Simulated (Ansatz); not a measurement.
System: GeH3, charge 0, doublet. GeH3 (SMILES [GeH3], doublet).
B3LYP-D3(BJ)/def2-TZVP minimum from Ansatz (a quantum-chemistry and plane-wave program):
```
Ge
H 1 1.5431
H 1 1.5431 2 110.72
H 1 1.5431 2 110.72 3 -123.21
```
Charge 0, spin multiplicity 2.

Total energies in aug-cc-pVTZ, 7 correlated electrons, 14 frozen orbitals. Radicals and triplets start from unrestricted determinants; spin-orbit coupling is neglected. Cores are frozen in correlated methods (noble-gas shells, and filled d and f shells in the p block). No relativity.

| method | program | energy (Eh) | minus CCSDT(Q) (mEh) |
|---|---|---|---|
| HF | Ansatz | -2077.10847 | 143.48 |
| MP2 | Ansatz | -2077.22306 | 28.89 |
| CCSD | Ansatz | -2077.24764 | 4.30 |
| CCSD(T) | Ansatz | -2077.25113 | 0.82 |
| CCSDT(Q) | Ansatz | -2077.25195 | 0.00 |

Rough core times of Ansatz's runs on a shared machine: CCSD(T) under 20 s, CCSDT(Q) 5 min.
